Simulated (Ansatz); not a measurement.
In(NH3)H3 (InNH6). The state is a singlet with charge 0. Geometry PBE-D4/def2-TZVP, basis def2-TZVP, Ansatz.

```tsv
atom	x (Å)	y (Å)	z (Å)
In1	-0.1638	1.1570	0.5302
N2	0.1454	-1.0301	-0.4715
H3	-0.7526	-1.4516	-0.7156
H4	0.6258	-1.6628	0.1709
H5	0.7041	-0.9642	-1.3243
H6	1.5323	1.4662	0.8075
H7	-1.1518	0.6064	1.8604
H8	-0.9395	1.8791	-0.8576
```

| run | HOMO (eV) | LUMO (eV) |
| --- | --- | --- |
| A | -6.19 | -1.44 |
| B | -6.12 | -1.31 |
| C | -9.69 | 1.10 |
| D | -6.41 | -0.72 |
| E | -8.42 | -0.01 |
| F | -7.49 | -0.19 |

In the def2 sets In takes a core potential; there is no spin–orbit coupling.

Q: The runs used BHLYP, LDA (SPW92), PBE, r2SCAN, r2SCAN0, ωB97X-V. Estimate which is which.

A: A LDA (SPW92) (0 % exact exchange); B PBE (0 % exact exchange); C ωB97X-V (range-separated); D r2SCAN (0 % exact exchange); E BHLYP (50 % exact exchange); F r2SCAN0 (25 % exact exchange). Exact exchange lowers occupied and raises empty levels; among semilocal functionals meta-GGAs tend to open the gap a little, and such runs are hard to tell apart. The gap grows from 4.75 eV (LDA (SPW92)) to 10.79 eV (ωB97X-V).
